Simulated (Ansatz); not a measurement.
Two structures of Si2H5Cl3O, closed shell, reached by relaxing down either side of one saddle point (PBE0-D4/def2-TZVP). Energies are electronic, without zero-point energy. Ansatz 0.2.0; basis: def2-TZVPP and def2-QZVPP; cores frozen in the correlated methods. Extrapolation: Hartree–Fock as exp(−7.88 √X), correlation as X^−2.97. First:

```
atom    x (Å)    y (Å)    z (Å)
 Si1  -1.2422   0.3376  -0.2769
 Si2   0.1337  -1.4711   0.2820
 Cl3  -3.1831  -0.2728  -0.5117
 Cl4  -1.2687   1.7993   1.1703
 Cl5  -0.7033   1.2364  -2.0472
  H6   1.5457   1.6339   0.7712
  O7   1.7924   0.9463   0.1460
  H8   0.7336  -1.2504   1.6174
  H9  -0.7558  -2.6635   0.3378
 H10   1.1502  -1.6728  -0.7752
 H11   1.7978   1.3770  -0.7137
```

Second:

```xyz
11
angstrom
Si -0.7914 1.6079 -0.8676
Si 0.6284 -2.0964 1.0052
Cl -1.3063 -0.1815 -1.6468
Cl -1.2883 1.6791 1.1000
Cl -1.8089 3.0848 -1.8196
H 1.2727 -0.7886 0.7267
O 0.8035 1.7605 -1.0779
H 1.3958 -2.8066 2.0614
H -0.7635 -1.8779 1.4717
H 0.6180 -2.9191 -0.2306
H 1.2402 2.5377 -0.7225
```

Problem. Which bonds change from the first to the second?

Solution. Si₂H₃Cl₃ ([SiH3][Si]([Cl])([Cl])[Cl]) + H₂O → SiHCl₃O ([OH][Si]([Cl])([Cl])[Cl]) + SiH₄; bonds formed: Si1–O7, Si2–H6; bonds broken: Si1–Si2, H6–O7.

Problem. Give the saddle point's structure and its height above each. (Judge from chemistry; the value comes from the calculation.)

Solution. The calculation gives: 47.69 kcal/mol above the first and 69.20 kcal/mol above the second (CCSD(T) at an estimated basis limit (MP2 extrapolated from triple and quadruple zeta, plus CCSD(T) − MP2 in triple zeta)).
Si1  (-0.677, 0.788, -0.430)
Si2  (0.316, -1.474, 0.641)
Cl3  (-1.741, -0.480, -1.643)
Cl4  (-1.407, 1.223, 1.442)
Cl5  (-1.155, 2.598, -1.376)
H6  (1.131, 0.173, -0.006)
O7  (1.062, 1.074, -0.678)
H8  (1.251, -1.489, 1.811)
H9  (-1.019, -1.879, 1.146)
H10  (0.789, -2.493, -0.338)
H11  (1.450, 1.959, -0.569)
(Å)

The T1 diagnostic stays at or below 0.012.

Labels in which every atom is bracketed show which atoms are joined, not bond orders.

For scale, one of the runs: CCSD(T)/def2-TZVPP, 311 basis functions, launched by `ansatz run in.yaml --threads 4 --pin off --events-out ev --progress --plain --max-ram 66560MiB --backend cuda --devices 0, --max-vram 37GiB`. The run took 9.5 s on 4 CPU threads of an AMD EPYC 7R13 and a share of one NVIDIA H100 (shared host), with 0.83 GiB of host memory at its peak.
